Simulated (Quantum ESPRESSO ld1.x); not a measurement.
Species: Hg26+. Configuration: [Kr] 4d10 4f8. All-electron calculation, scalar-relativistic Kohn-Sham, LDA (Slater exchange, Perdew-Zunger correlation), spin-unpolarised, spherical densities, point nucleus. Program: ld1.x of Quantum ESPRESSO 7.5.

Unscreened Slater integrals over Kohn-Sham orbitals (hartree). Empty in this configuration: 5s.

\begin{tabular}{lr}
integral & value \\ \hline
F0(4f,4f) & 2.1898 \\
F2(4f,4f) & 1.1412 \\
F4(4f,4f) & 0.73981 \\
F6(4f,4f) & 0.53964 \\
F0(4f,4d) & 2.1440 \\
F2(4f,4d) & 1.0742 \\
F4(4f,4d) & 0.69868 \\
G1(4f,4d) & 1.1741 \\
G3(4f,4d) & 0.78470 \\
G5(4f,4d) & 0.56900 \\
F0(4f,4p) & 2.1739 \\
F2(4f,4p) & 1.1053 \\
G2(4f,4p) & 0.92648 \\
G4(4f,4p) & 0.66446 \\
F0(4f,4s) & 2.2339 \\
G3(4f,4s) & 0.81132 \\
F0(4f,5s) & 1.4468 \\
G3(4f,5s) & 0.17050 \\
F0(4d,4d) & 2.1299 \\
F2(4d,4d) & 1.0889 \\
F4(4d,4d) & 0.73662 \\
F0(4d,4p) & 2.1562 \\
F2(4d,4p) & 1.1102 \\
G1(4d,4p) & 1.3967 \\
G3(4d,4p) & 0.88628 \\
F0(4d,4s) & 2.2099 \\
G2(4d,4s) & 1.1055 \\
F0(4d,5s) & 1.4425 \\
G2(4d,5s) & 0.16923 \\
F0(4p,4p) & 2.1877 \\
F2(4p,4p) & 1.1447 \\
F0(4p,4s) & 2.2428 \\
G1(4p,4s) & 1.5168 \\
F0(4p,5s) & 1.4505 \\
G1(4p,5s) & 0.14184 \\
F0(4s,4s) & 2.3042 \\
F0(4s,5s) & 1.4649 \\
G0(4s,5s) & 0.10222 \\
F0(5s,5s) & 1.2097 \\
\end{tabular}

Derived for the open shells (J is the average intra-shell exchange parameter used in DFT+U). 4f: F4/F2 = 0.648, F6/F2 = 0.473, J = (286 F2 + 195 F4 + 250 F6)/6435 = 0.09410 hartree.
